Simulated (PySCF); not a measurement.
# A small calculation by hand: chemical shift, span and skew from a shielding tensor

SiF2Cl2, SMILES F[Si](F)(Cl)Cl. Atoms are numbered in the order given.

```xyz
5

F      0.0000    -1.2915    -1.2738
Si     0.0000     0.0000    -0.3272
F      0.0000     1.2915    -1.2738
Cl    -1.6813     0.0000     0.8091
Cl     1.6813     0.0000     0.8091
```
Charge 0, spin multiplicity 1.

Coordinates come from a B3LYP-D3(BJ)/def2-SVP optimisation.

GIAO shieldings from PySCF with HF/pcSseg-1, non-relativistic, no solvent. The symmetric part of the tensor of Si2 has the principal values 416.5, 432.8, 472.3 ppm. The same nucleus in TMS has σ = 393.8 ppm at this level (PySCF, at its B3LYP-D3(BJ)/def2-TZVP geometry). Without spin–orbit terms, shifts of atoms bonded to Cl or Br come out too high.

Problem. Work out the isotropic shielding, the ²⁹Si shift against TMS, the span and the skew.

Solution. 
σ(iso) = (σ11 + σ22 + σ33)/3 = 440.5 ppm. δ = σ(ref) − σ(iso) = 393.8 − (440.5) = -46.7 ppm.
Span Ω = σ33 − σ11 = 55.8 ppm. Skew κ = 3(σ(iso) − σ22)/Ω = 0.42. Tumbling in solution averages the tensor to δ; in a static solid the shielding alone would spread this spin-1/2 line over Ω.
